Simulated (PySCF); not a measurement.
# Molecular orbitals of NiF

PBE0 at R = 1.774 Å; PySCF, no relativity, basis sets Ni def2-TZVP, F def2-TZVP. State: ²Σ⁺ (doublet), unpaired electrons σ ↑. Only the outer orbitals are listed, counted within each symmetry.

| spin | orbital | occ. | ε (eV) | on Ni (%) | main shells (%) |
| --- | --- | --- | --- | --- | --- |
| α | 8σ | 1 | -10.62 | 40 | 59 F p, 38 Ni d |
| α | 3π | 1 | -9.35 | 30 | 70 F p, 29 Ni d |
| α | 3π | 1 | -9.35 | 30 | 70 F p, 29 Ni d |
| α | 9σ | 1 | -7.60 | 71 | 56 Ni d, 29 F p, 15 Ni s |
| α | 1δ | 1 | -7.01 | 100 | 100 Ni d |
| α | 1δ | 1 | -7.01 | 100 | 100 Ni d |
| α | 4π | 1 | -7.00 | 73 | 71 Ni d, 27 F p |
| α | 4π | 1 | -7.00 | 73 | 71 Ni d, 27 F p |
| α | 10σ | 0 | -2.72 | 95 | 75 Ni s, 16 Ni p |
| α | 5π | 0 | 2.48 | 98 | 90 Ni p |
| α | 5π | 0 | 2.48 | 98 | 90 Ni p |
| β | 8σ | 1 | -9.90 | 12 | 87 F p |
| β | 3π | 1 | -9.25 | 23 | 77 F p, 22 Ni d |
| β | 3π | 1 | -9.25 | 23 | 77 F p, 22 Ni d |
| β | 4π | 1 | -6.61 | 80 | 78 Ni d, 20 F p |
| β | 4π | 1 | -6.61 | 80 | 78 Ni d, 20 F p |
| β | 1δ | 1 | -6.27 | 100 | 100 Ni d |
| β | 1δ | 1 | -6.25 | 100 | 100 Ni d |
| β | 9σ | 0 | -2.79 | 99 | 84 Ni s, 9 Ni p |
| β | 10σ | 0 | -0.60 | 95 | 82 Ni d, 11 Ni p |
| β | 5π | 0 | 2.83 | 98 | 89 Ni p, 9 Ni d |

Which are the highest filled and the lowest empty level, where do they sit, and how wide is the gap?

Highest filled β 1δ at -6.25 eV (in %: 100 Ni d); lowest empty β 9σ at -2.79 eV (in %: 84 Ni s, 9 Ni p); the gap at PBE0 is 3.46 eV.

```
bond order (Mayer)                              : 0.70
⟨S²⟩                                            : 0.754
charge on Ni (Mulliken, basis-dependent)        : 0.60
charge on Ni (Löwdin, basis-dependent)          : 0.39
dipole moment (positive dipole means Ni(−)F(+)) : -5.33 D
polarisability along the bond                   : 19.8 bohr³
polarisability across the bond                  : 23.8 bohr³
```

The state is the lowest single determinant that the PBE0 search found; with open d or f shells the true ground state can be another one.
